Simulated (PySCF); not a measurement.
Ga(OMe)2(SeH), SMILES C[O][Ga]([SeH])[O]C, B3LYP/def2-SVP optimised geometry.

```
13

Ga    -0.25     0.56     0.00
O      0.64     2.10     0.01
C      2.05     2.23     0.00
H      2.38     2.80    -0.89
H      2.38     2.79     0.90
H      2.58     1.26     0.00
O      0.75    -0.92    -0.01
C      0.30    -2.25    -0.03
H     -0.81    -2.35    -0.04
H      0.68    -2.78    -0.92
H      0.66    -2.80     0.87
Se    -2.58     0.56     0.00
H     -2.58     2.04     0.00
```

Density from B3LYP/def2-TZVP (PySCF) at that geometry.

Minimum of the electron density along straight lines between bonded atoms, close to the bond critical point (lines longer than 1.1 times the sum of covalent radii, or with two minima, are not listed):

```
bond      length / Å  ρ at the minimum / e bohr⁻³  ∇²ρ there / e bohr⁻⁵  position (fraction from the first atom)
--------  ----------  ---------------------------  --------------------  ---------------------------------------
Ga1–O2         1.780                        0.135                  0.73                                     0.48
O2–C3          1.412                        0.259                 -0.58                                     0.64
C3–H4          1.106                        0.277                 -0.96                                     0.64
C3–H5          1.106                        0.277                 -0.96                                     0.64
C3–H6          1.105                        0.278                 -0.96                                     0.65
Ga1–O7         1.787                        0.132                  0.72                                     0.48
O7–C8          1.406                        0.263                 -0.59                                     0.64
C8–H9          1.108                        0.275                 -0.94                                     0.64
C8–H10         1.106                        0.278                 -0.96                                     0.65
C8–H11         1.106                        0.278                 -0.96                                     0.65
Ga1–Se12       2.332                        0.086                  0.07                                     0.44
Se12–H13       1.476                        0.173                 -0.31                                     0.63
```
